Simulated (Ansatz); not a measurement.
`C#[C][GeH2][OH]` + H₂ → `C#[C][GeH3]` + H₂O  (hydrogenolysis of a Ge–O bond)

Isolated molecules relaxed with PBE0-D4/def2-TZVP in Ansatz; ΔE leaves out vibrations. CCSD(T)/CBS is the MP2 limit (def2-TZVPP, def2-QZVPP) plus CCSD(T) − MP2 in def2-TZVPP, frozen cores. This one scheme is used for every species. DFT in def2-TZVPP. B3LYP here is the variant with VWN-RPA as its local correlation; programs differ in this. For Ge outer-core shells are correlated without core-valence functions, which leaves a few kJ/mol of doubt a bond. Scalar relativity is left out up to krypton. One conformer a species, not always the lowest.

```
             level  ΔE (eV)
          B3LYP-D4     0.02
           ωB97X-V     0.02
            B2PLYP     0.03
            revPBE    -0.04
RPA@PBE/def2-TZVPP     0.04
  CCSD(T)/def2-SVP    -0.01
CCSD(T)/def2-TZVPP     0.02
     MP2/CBS(def2)     0.05
```

Q: What does CCSD(T)/CBS give? (Best estimate.)

A: Ansatz gave: -0.01 eV. The listed levels differ from it by 0.03, 0.03, 0.04, -0.03, 0.05, 0.00, 0.03, 0.06 eV.

Largest T1 diagnostic among the species: 0.012.

Leaving LDA and LC-ωPBE aside and taking each functional with its dispersion term where it has one, the values, not all of them listed here, spread over 0.12 eV, from PBE0-D4 to BLYP-D4. LDA lies −0.04 eV from PBE without D4. From PBE to PBE0 (25 % exact exchange), in def2-TZVPP and without D4, ΔE moves by −0.04 eV. The D4 term adds +0.04 eV with B3LYP and +0.02 eV with PBE0; it sums over pairs of atoms, weighted by their polarisabilities, and B3LYP, whose exchange is more repulsive, gets the larger term.
